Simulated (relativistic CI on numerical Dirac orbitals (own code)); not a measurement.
## Line list: Forbidden lines, Ba32+

Method of calculation: Dirac-Coulomb-Breit CI, KLI orbitals optimised for each configuration, model QED (radiative potential, 1s self-energy scaled to tabulated hydrogen-like ionisation energies), unscaled Slater integrals (own radial code, finite nucleus).

Configurations in the expansion (outside the closed core [Ne]): 3s²3p⁶3d⁶, 3s²3p⁵3d⁷, 3s²3p⁴3d⁸, 3s3p⁶3d⁷, 3p⁶3d⁸, 3s3p⁵3d⁸, 3s²3p⁶3d⁵4s, 3s²3p⁶3d⁵4p, 3s²3p⁶3d⁵4d, 3s²3p⁴3d⁷4s, 3s²3p⁴3d⁷4p, 3s²3p⁵3d⁶4s, 3s²3p⁶3d⁵4f, 3s²3p⁴3d⁷4d, 3s3p⁵3d⁷4s, 3s²3p⁵3d⁶4p, 3s²3p⁶3d⁴4s², 3s²3p⁵3d⁶4d, 3s3p⁶3d⁶4s, 3p⁶3d⁷4s, 3s²3p⁶3d⁵5s, 3p⁶3d⁷4p, 3p⁶3d⁷4d, 3s3p⁶3d⁵4s². Levels of other configurations are missing.

```
λ vac (Å)               Lower               Upper  Type   A (s⁻¹)  log gf
   328.53   3s²3p⁶3d⁶ ⁵D4 [1]  3s²3p⁶3d⁶ ³F3 [18]    M1  1.38e+04   -5.81
   339.00   3s²3p⁶3d⁶ ⁵D4 [1]  3s²3p⁶3d⁶ ³F4 [17]    M1  8.59e+03   -5.88
   348.89   3s²3p⁶3d⁶ ⁵D3 [4]  3s²3p⁶3d⁶ ¹D2 [24]    M1  1.57e+04   -5.84
   377.56   3s²3p⁶3d⁶ ³P2 [2]  3s²3p⁶3d⁶ ³F3 [18]    M1  9.26e+03   -5.86
   391.96   3s²3p⁶3d⁶ ⁵D1 [5]  3s²3p⁶3d⁶ ³P1 [23]    M1  2.33e+04   -5.79
   419.01   3s²3p⁶3d⁶ ³P2 [2]  3s²3p⁶3d⁶ ³D2 [15]    M1  1.22e+04   -5.79
   443.88   3s²3p⁶3d⁶ ³F2 [9]  3s²3p⁶3d⁶ ³P1 [26]    M1  1.94e+04   -5.76
   452.48   3s²3p⁶3d⁶ ⁵D3 [4]  3s²3p⁶3d⁶ ¹F3 [20]    M1  3.89e+04   -5.08
   467.97   3s²3p⁶3d⁶ ³G5 [7]  3s²3p⁶3d⁶ ¹G4 [25]    M1  3.32e+04   -5.01
   477.11   3s²3p⁶3d⁶ ⁵D4 [1]  3s²3p⁶3d⁶ ³F3 [10]    M1  2.39e+04   -5.24
   478.33   3s²3p⁶3d⁶ ⁵D4 [6]  3s²3p⁶3d⁶ ³G3 [22]    M1  1.42e+04   -5.47
   520.57  3s²3p⁶3d⁶ ⁵D2 [11]  3s²3p⁶3d⁶ ³P1 [26]    M1  1.52e+05   -4.73
   533.75   3s²3p⁶3d⁶ ⁵D4 [6]  3s²3p⁶3d⁶ ¹F3 [20]    M1  2.29e+04   -5.16
   535.02  3s²3p⁶3d⁶ ³G4 [12]  3s²3p⁶3d⁶ ³F4 [28]    M1  2.60e+04   -5.00
   542.76   3s²3p⁶3d⁶ ³F2 [9]  3s²3p⁶3d⁶ ¹D2 [24]    M1  2.09e+04   -5.34
   551.41  3s²3p⁶3d⁶ ³F3 [10]  3s²3p⁶3d⁶ ¹G4 [25]    M1  1.09e+04   -5.35
   556.94  3s²3p⁶3d⁶ ³F3 [10]  3s²3p⁶3d⁶ ¹D2 [24]    M1  1.67e+04   -5.41
   564.15   3s²3p⁶3d⁶ ⁵D4 [1]   3s²3p⁶3d⁶ ³G5 [7]    M1  7.93e+03   -5.38
   568.34   3s²3p⁶3d⁶ ⁵D0 [3]  3s²3p⁶3d⁶ ³D1 [14]    M1  1.98e+04   -5.54
   569.26   3s²3p⁶3d⁶ ⁵D3 [4]  3s²3p⁶3d⁶ ³D2 [15]    M1  1.31e+04   -5.50
   579.43  3s²3p⁶3d⁶ ³D1 [14]  3s²3p⁶3d⁶ ³F2 [27]    M1  1.56e+04   -5.41
   588.00   3s²3p⁶3d⁶ ³P2 [2]  3s²3p⁶3d⁶ ³F3 [10]    M1  4.49e+03   -5.79
   591.64  3s²3p⁶3d⁶ ³D2 [15]  3s²3p⁶3d⁶ ³F2 [27]    M1  2.06e+04   -5.27
   604.69   3s²3p⁶3d⁶ ³P2 [2]   3s²3p⁶3d⁶ ³F2 [9]    M1  3.17e+04   -5.06
   610.04   3s²3p⁶3d⁶ ³G5 [7]  3s²3p⁶3d⁶ ¹I6 [21]    M1  1.04e+04   -5.12
   614.00   3s²3p⁶3d⁶ ³H6 [8]  3s²3p⁶3d⁶ ¹I6 [21]    M1  2.47e+04   -4.74
   629.68   3s²3p⁶3d⁶ ⁵D4 [6]  3s²3p⁶3d⁶ ³F4 [17]    M1  6.28e+04   -4.47
   642.33  3s²3p⁶3d⁶ ⁵D0 [13]  3s²3p⁶3d⁶ ³P1 [26]    M1  4.72e+04   -5.06
   657.89  3s²3p⁶3d⁶ ³D2 [15]  3s²3p⁶3d⁶ ³P1 [26]    M1  2.69e+04   -5.28
   658.38  3s²3p⁶3d⁶ ³F3 [18]  3s²3p⁶3d⁶ ³F4 [28]    M1  2.10e+04   -4.91
   662.00  3s²3p⁶3d⁶ ⁵D2 [11]  3s²3p⁶3d⁶ ¹D2 [24]    M1  1.38e+04   -5.34
   671.92   3s²3p⁶3d⁶ ⁵D1 [5]  3s²3p⁶3d⁶ ⁵D0 [13]    M1  1.42e+05   -5.02
   700.19  3s²3p⁶3d⁶ ³F3 [18]  3s²3p⁶3d⁶ ³F2 [27]    M1  1.75e+04   -5.19
   712.61   3s²3p⁶3d⁶ ³F2 [9]  3s²3p⁶3d⁶ ³G3 [22]    M1  1.18e+04   -5.20
   723.20   3s²3p⁶3d⁶ ³G5 [7]  3s²3p⁶3d⁶ ³H5 [19]    M1  1.45e+04   -4.90
   728.77   3s²3p⁶3d⁶ ³H6 [8]  3s²3p⁶3d⁶ ³H5 [19]    M1  2.91e+04   -4.59
   734.37   3s²3p⁶3d⁶ ⁵D4 [1]   3s²3p⁶3d⁶ ⁵D4 [6]    M1  4.32e+04   -4.50
   737.26  3s²3p⁶3d⁶ ³F3 [10]  3s²3p⁶3d⁶ ³G3 [22]    M1  2.43e+04   -4.86
   737.63   3s²3p⁶3d⁶ ⁵D3 [4]  3s²3p⁶3d⁶ ⁵D2 [11]    M1  7.92e+04   -4.49
   750.76   3s²3p⁶3d⁶ ⁵D4 [6]  3s²3p⁶3d⁶ ³G4 [12]    M1  1.24e+04   -5.02
   843.01   3s²3p⁶3d⁶ ³F2 [9]  3s²3p⁶3d⁶ ¹F3 [20]    M1  1.04e+04   -5.11
   849.45   3s²3p⁶3d⁶ ³G5 [7]  3s²3p⁶3d⁶ ³F4 [17]    M1  1.80e+04   -4.76
   889.57   3s²3p⁶3d⁶ ⁵D1 [5]  3s²3p⁶3d⁶ ⁵D2 [11]    M1  1.39e+04   -5.08
   975.41   3s²3p⁶3d⁶ ⁵D4 [1]   3s²3p⁶3d⁶ ⁵D3 [4]    M1  2.81e+04   -4.55
   1160.8   3s²3p⁶3d⁶ ³P2 [2]   3s²3p⁶3d⁶ ⁵D1 [5]    M1  2.69e+04   -4.79
```

Terms are leading LS components. Brackets give the number of a level in order of energy, since labels repeat. The list gives strong lines, with weight on those to low levels, among the lowest 400 of 9826 levels, so that lines to higher ones, which can be the strongest, are missing. Levels whose partners in the same complex of configurations lie outside the list can be far off, and so can their lines. Rates are taken at the computed energies, electric ones in the length gauge.

At this charge energies of transitions that change n are usually good to better than 1 %, and those within a shell (Δn = 0) to a few per cent. Terms inside the open d or f shell come out 10 to 20 % too wide with unscaled integrals.

LS names give the leading component of a level, which can be under half, so a name can repeat, a term be missing and a line seem to break the LS rules.
